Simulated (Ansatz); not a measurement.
The inner images of a band of F5HW + H3P (11 atoms, charge 0, multiplicity 1) are given out of order.

These are results of RKS LDA/def2-SVP in Ansatz, not measurements.

Initial state:

```xyz
11
Properties=species:S:1:pos:R:3
W 0.119 -0.138 -0.239
H 0.191 -0.495 1.430
F 1.942 -0.436 -0.174
F 0.684 1.395 -1.130
F -1.176 0.929 0.537
F 0.090 -1.990 -0.245
F -1.187 -0.448 -1.515
P 1.813 2.228 1.961
H 2.884 1.431 1.419
H 1.489 2.774 0.667
H 0.858 1.138 1.817
```

Final state:

```xyz
11
Properties=species:S:1:pos:R:3
W 0.294 0.363 -0.476
H 0.166 -0.933 2.759
F 1.903 -0.559 -0.321
F 0.290 1.761 -1.696
F -1.084 1.337 0.281
F -0.477 -0.993 0.519
F 0.192 -0.621 -2.054
P 1.632 1.691 1.093
H 2.917 1.723 0.461
H 1.231 3.047 0.842
H 0.643 -0.426 3.120
```

Q: Put them in order from the first end to the last, with their energies above the first end.
A.
```xyz
11
Properties=species:S:1:pos:R:3
W 0.139 0.196 -0.125
H 0.840 -0.530 1.459
F 1.853 -0.207 -0.664
F -0.022 1.908 -0.917
F -1.255 0.574 1.012
F -0.268 -1.630 0.160
F -0.602 -0.210 -1.768
P 1.298 2.186 1.262
H 2.172 1.627 2.282
H 2.371 2.171 0.300
H 1.181 0.304 1.528
```
B.
```xyz
11
Properties=species:S:1:pos:R:3
W 0.018 -0.120 -0.278
H 0.448 -0.561 1.313
F 1.846 -0.132 -0.562
F 0.194 1.558 -1.056
F -1.277 0.645 0.801
F 0.256 -1.949 -0.452
F -1.433 -0.541 -1.350
P 1.776 2.456 1.624
H 2.563 1.647 2.523
H 2.524 1.993 0.484
H 0.792 1.394 1.483
```
C.
```xyz
11
Properties=species:S:1:pos:R:3
W 0.179 0.306 -0.114
H 0.532 -0.627 1.737
F 1.914 -0.332 -0.288
F -0.350 1.945 -0.837
F -1.287 0.595 0.979
F -0.333 -1.490 0.139
F 0.073 -0.090 -1.916
P 1.367 2.174 1.194
H 2.442 1.426 1.810
H 2.164 2.453 0.024
H 1.006 0.028 1.802
```
D.
```xyz
11
Properties=species:S:1:pos:R:3
W 0.242 0.342 -0.361
H 0.367 -0.879 2.575
F 1.796 -0.609 0.012
F -0.049 1.867 -1.375
F -1.200 1.042 0.566
F -0.546 -1.222 0.253
F 0.500 -0.338 -2.061
P 1.547 1.871 1.120
H 2.863 1.451 0.737
H 1.525 3.044 0.290
H 0.663 -0.180 2.772
```
E.
```xyz
11
Properties=species:S:1:pos:R:3
W 0.196 0.356 -0.300
H 0.578 -0.771 2.314
F 1.848 -0.470 -0.080
F -0.345 1.930 -1.120
F -1.255 0.740 0.779
F -0.387 -1.363 0.110
F 0.442 -0.086 -2.074
P 1.408 2.093 1.063
H 2.582 1.321 1.369
H 1.990 2.678 -0.120
H 0.650 -0.039 2.589
```

A: B (+0.039 eV), A (+0.237 eV), C (+0.158 eV), E (+0.081 eV), D (+0.005 eV).

Time of the run: 3.4 min on 4 threads of Arm Neoverse V2, on a shared host, peak memory 0.22 GiB.
